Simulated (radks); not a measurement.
All-electron atom: Os45+ in [Ar] 3d10 4s2 4p1 (the NIST ground configuration). All-electron calculation, scalar-relativistic Kohn-Sham, r2SCAN, spin-polarised, spherical densities, finite nucleus; open shells are filled with parallel spins first (spin-orbit coupling, left out, can overturn this in heavy ions); meta-GGA in the generalised Kohn-Sham scheme; Fermi nuclear charge, rms radius 5.4126 fm. Program: a radial shooting solver on a logarithmic mesh with Libxc functionals. Some entries of the table are withheld. Estimate them.

orbital  occ.  eigenvalue (hartree)  <r> (bohr)
1s up       1             -2800.807     0.01774
1s down     1             -2800.745     0.01774
2s up       1             -556.4580     0.07476
2s down     1             -556.4435     0.07476
2p up       3             -495.3099     0.06714
2p down     3             -495.2694     0.06714
3s up       1             -189.1375      0.1905
3s down     1             -189.1031      0.1905
3p up       3                   (1)         (2)
3p down     3                   (3)         (4)
3d up       5             -151.3629      0.1715
3d down     5             -151.3133      0.1714
4s up       1             -91.29741         (5)
4s down     1             -90.94702         (6)
4p up       1             -84.38971      0.3894
4p down     0             -84.04398      0.3892

Answer. 
(1) 3p up eigenvalue (hartree): -170.9846
(2) 3p up <r> (bohr): 0.1902
(3) 3p down eigenvalue (hartree): -170.9382
(4) 3p down <r> (bohr): 0.1902
(5) 4s up <r> (bohr): 0.3800
(6) 4s down <r> (bohr): 0.3798
